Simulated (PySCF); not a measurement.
# A ladder for the ionisation energy of La⁺

La⁺ [Xe] 5d2 (3F) → La²⁺ [Xe] 5d1 (2D). Scalar values calculated with PySCF 2.14 in x2c-TZVPPall (spin-free X2C; valence: [Kr] 4d10 frozen; valence and next inner shell: [Ar] 3d10 frozen). The spin-orbit shift comes from two-component X2C-1e calculations (generalised Hartree-Fock, GHF, and MP2 on its spinors, GMP2) in x2c-TZVPPall-2c: GMP2 gives 10.899 eV without and 10.923 eV with screened spin-orbit coupling, a shift of 0.024 eV (GHF: 0.012 eV). Sums use unrounded values; where a UHF row is shifted, it takes the GHF shift.

| method | scalar (eV) | plus spin-orbit shift (eV) | error (eV) |
| --- | --- | --- | --- |
| UHF | 10.425 | 10.436 | -0.749 |
| MP2 (valence) | 10.897 | 10.920 | -0.264 |
| SCS-MP2 (valence) | 10.799 | 10.822 | -0.363 |
| CCSD (valence) | 10.926 | 10.950 | -0.235 |
| CCSD(T) (valence) | 10.953 | 10.977 | -0.208 |
| LDA | 11.444 | 11.468 | 0.283 |
| PBE | 11.417 | 11.441 | 0.256 |
| PBE0 | 11.332 | 11.355 | 0.170 |
| r2SCAN | 11.367 | 11.391 | 0.206 |
| TPSSh | 11.301 | 11.324 | 0.139 |
| wB97X-V | 10.996 | 11.020 | -0.165 |
| BHandHLYP | 11.090 | 11.114 | -0.071 |
| MP2 (valence and next inner shell) | 10.839 | 10.863 | -0.322 |
| SCS-MP2 (valence and next inner shell) | 10.752 | 10.775 | -0.410 |

Reference: 11.185 eV (measured; NIST Atomic Spectra Database, ionization energies).

The errors of the correlated levels include the incompleteness of the basis and the frozen core, so a lower level can come closer by cancellation.
